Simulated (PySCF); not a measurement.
oxetane-3-carbonitrile (C4H5NO), SMILES N#CC1COC1.

Coordinates come from a TPSSh-D3(BJ)/def2-SVP optimisation.

Computed with SMD-M06-2X/def2-SVP run with PySCF.

Solvation free energies are E(SMD) − E(gas) at the gas-phase geometry, for 1 M in both phases. In vacuum the dipole moment is 2.46 D.

Q: Rank water, acetonitrile, tetrahydrofuran by solvation free energy, most negative first.

A: acetonitrile (-7.6 kcal/mol), tetrahydrofuran (-6.6 kcal/mol), water (-6.2 kcal/mol)
